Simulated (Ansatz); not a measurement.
`O[SiH2][Al]([OH])[OH]`, charge 0, multiplicity 1.

Q: Give a relaxed structure at PBE0-D4/def2-TZVP (the Gaussian-basis code of Ansatz). (An estimate is asked.)

A: Computed: 
Z-matrix (Å, degrees):
```
Si
Al 1 2.441
O 1 1.660 2 107.5
H 1 1.491 2 112.5 3 -120.2
H 1 1.491 2 112.5 3 120.2
O 2 1.700 1 110.3 3 0.1
O 2 1.691 1 124.6 3 -179.9
H 3 0.958 1 115.5 2 -0.1
H 6 0.955 2 128.5 1 180.0
H 7 0.955 2 127.8 1 180.0
```
Point group Cs.
This is one stationary point; other conformers may exist.
